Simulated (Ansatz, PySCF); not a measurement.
Reaction (SMILES): C[SiH](C)[SiH2]Cl → [SiH2]Cl + C[SiH]C (the Si-Si bond at the site shown breaks; other sites are not compared here)
Structures are relaxed separately at B3LYP-D3(BJ)/def2-TZVP in Ansatz (an electronic-structure program), one conformer each, not searched for the lowest.
Geometry of the first species:
```xyz
14

C     -1.6376     1.6539    -0.3761
Si    -0.9293     0.0330    -1.0087
C     -1.8436    -1.4411    -0.2874
Si     1.3277    -0.0996    -0.3901
Cl     1.3901    -0.0439     1.6987
H     -2.7001     1.7317    -0.6167
H     -1.1270     2.5106    -0.8191
H     -1.5291     1.7199     0.7081
H     -0.9997    -0.0050    -2.4953
H     -2.9080    -1.3911    -0.5272
H     -1.4527    -2.3817    -0.6789
H     -1.7407    -1.4590     0.7992
H      1.9881    -1.3595    -0.8065
H      2.1476     1.0360    -0.8751
```

Quantity: bond dissociation energy (0 K, with B3LYP-D3(BJ) harmonic zero-point energies from PySCF), in eV. Valence correlation only, unless marked. Open shells are spin-unrestricted. Spin-orbit coupling is left out. Non-relativistic. CBS marks a two-point X^-3 extrapolation of the correlation energy; Hartree-Fock from the larger set. [CCSD(T)-MP2]/basis is that difference in the basis named.

```json
[
 {"level": "HF/aug-cc-pV(T+d)Z", "program": "Ansatz", "bond dissociation energy (eV)": "2.38", "minus last row": "-1.04"},
 {"level": "HF/cc-pV(Q+d)Z", "program": "Ansatz", "bond dissociation energy (eV)": "2.37", "minus last row": "-1.05"},
 {"level": "PBE-D3(BJ)/def2-TZVPD", "program": "Ansatz + dftd3", "bond dissociation energy (eV)": "3.21", "minus last row": "-0.21"},
 {"level": "B97M-V/def2-TZVPD", "program": "Ansatz", "bond dissociation energy (eV)": "3.35", "minus last row": "-0.07"},
 {"level": "B3LYP/def2-TZVPD", "program": "Ansatz", "bond dissociation energy (eV)": "3.03", "minus last row": "-0.39"},
 {"level": "PBE0-D3(BJ)/def2-TZVP", "program": "Ansatz + dftd3", "bond dissociation energy (eV)": "3.27", "minus last row": "-0.15"},
 {"level": "PBE0-D4/def2-TZVP", "program": "Ansatz + dftd4", "bond dissociation energy (eV)": "3.27", "minus last row": "-0.15"},
 {"level": "BHLYP/def2-TZVPD", "program": "Ansatz", "bond dissociation energy (eV)": "3.10", "minus last row": "-0.32"},
 {"level": "HSE06-D4/def2-TZVPD", "program": "Ansatz + dftd4", "bond dissociation energy (eV)": "3.26", "minus last row": "-0.16"},
 {"level": "B2PLYP-D4/def2-TZVPD", "program": "Ansatz + dftd4", "bond dissociation energy (eV)": "3.26", "minus last row": "-0.16"},
 {"level": "MP2/aug-cc-pV(T+d)Z", "program": "Ansatz", "bond dissociation energy (eV)": "3.37", "minus last row": "-0.05"},
 {"level": "MP2/cc-pwCVTZ", "program": "Ansatz", "bond dissociation energy (eV)": "3.34", "minus last row": "-0.08"},
 {"level": "SCS-MP2/6-31G", "program": "Ansatz", "bond dissociation energy (eV)": "2.69", "minus last row": "-0.73"},
 {"level": "SCS-MP2/6-31G*", "program": "Ansatz", "bond dissociation energy (eV)": "3.15", "minus last row": "-0.27"},
 {"level": "CCSD/cc-pV(T+d)Z", "program": "Ansatz", "bond dissociation energy (eV)": "3.24", "minus last row": "-0.18"},
 {"level": "CCSD/cc-pwCVTZ", "program": "Ansatz", "bond dissociation energy (eV)": "3.25", "minus last row": "-0.17"},
 {"level": "CCSD(T)/STO-3G", "program": "Ansatz", "bond dissociation energy (eV)": "4.23", "minus last row": "0.81"},
 {"level": "CCSD(T)/6-31G", "program": "Ansatz", "bond dissociation energy (eV)": "2.70", "minus last row": "-0.72"},
 {"level": "RI-MP2/CBS(aug-cc-pV(T+d)Z,aug-cc-pV(Q+d)Z)+[CCSD(T)-MP2]/aug-cc-pV(D+d)Z", "program": "Ansatz", "bond dissociation energy (eV)": "3.42", "minus last row": "0.00"},
 {"level": "RI-MP2/CBS(aug-cc-pV(T+d)Z,aug-cc-pV(Q+d)Z)+[CCSD(T)-MP2]/aug-cc-pV(T+d)Z", "program": "Ansatz", "bond dissociation energy (eV)": "3.42", "minus last row": "0.00"},
 {"level": "CCSD(T)/CBS(cc-pV(T+d)Z,cc-pV(Q+d)Z)", "program": "Ansatz", "bond dissociation energy (eV)": "3.42", "minus last row": "0.00"}
]
```
